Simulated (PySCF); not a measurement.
Spectrum to structure. Computed with PySCF, TDDFT PBE0/def2-SVPD, vertical, gas phase, core orbitals frozen in the response. Geometries: GFN2-xTB, one conformer each.

```csv
state,E (eV),λ (nm),f
S1,4.89,253.7,0.0022
S2,5.85,211.9,0.015
S3,5.86,211.7,0.026
S4,6.45,192.3,0.146
S5,6.65,186.4,0.0040
S6,6.70,185.1,0.043
```

Question: Which structure fits? All have the formula C5H7FOS.
A. `CCC(=O)[C@@H]1S[C@H]1F`
B. `O=[S@@]1CCCC=C1F`
C. `C=COC(=C)SCF`

Answer: B. Its S1 lies at 4.89 eV; the nearest of the others has S1 at 5.53 eV. S1 is HOMO→LUMO (97%). Löwdin shares by element: HOMO oxygen 50%, sulfur 27%, carbon 13% or more; LUMO carbon 52% or more, sulfur 19%, oxygen 7% (atoms not listed hold the other 22%). At the same level the other candidates give, for their lowest levels:
- `CCC(=O)[C@@H]1S[C@H]1F`: 3.93 eV (f 0.002); 4.61 eV (f 0.000); 5.83 eV (f 0.001); 6.28 eV (f 0.013); 6.64 eV (f 0.006); T1 3.44 eV; HOMO -7.23, LUMO -1.63 eV
- `C=COC(=C)SCF`: 5.53 eV (f 0.094); 5.68 eV (f 0.058); 6.00 eV (f 0.043); 6.04 eV (f 0.021); 6.58 eV (f 0.020); T1 3.91 eV; HOMO -6.88, LUMO -0.41 eV
Triplets come from the Tamm–Dancoff approximation.
